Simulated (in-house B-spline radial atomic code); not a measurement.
Configurations of Nd²⁺, with energies counted from [Xe] 4f4. Level of theory: scalar-relativistic (X2C) r2SCAN0, spin-polarised, spherical fractional occupations, exact exchange averaged over the configuration, Fermi nucleus of rms radius 4.9123 fm; calculated with an all-electron radial atomic-structure program (B-spline basis). Shells without spins written out take the highest spin.

Occupations are held fixed; configurations that lie above the ionisation limit could autoionise.

```json
{"configuration": "[Xe] 4f3 5d1", "E - E(ref) (eV)": "3.1113", "highest orbital": "5d up", "its <r> (bohr)": "2.42"}
{"configuration": "[Xe] 4f3 6p1", "E - E(ref) (eV)": "8.55", "highest orbital": "6p up", "its <r> (bohr)": "4.233"}
{"configuration": "[Kr] 4d9 4f4 5s2 5p6 6s1", "E - E(ref) (eV)": "119.11", "highest orbital": "6s up", "its <r> (bohr)": "3.51"}
{"configuration": "[Kr] 4d9 4f4 5s2 5p6 6d1", "E - E(ref) (eV)": "128.12", "highest orbital": "6d up", "its <r> (bohr)": "5.862"}
```

(1) Order these further configurations by energy, lowest first.
A. [Kr] 4d10 4f4 5s2 5p5 6p1
B. [Kr] 4d10 4f4 5s2 5p5 5d1
C. [Kr] 4d9 4f5 5s2 5p6
D. [Xe] 4f3 6d1

Results:

(1) D (13.425 eV), B (20.446 eV), A (25.913 eV), C (112.65 eV).
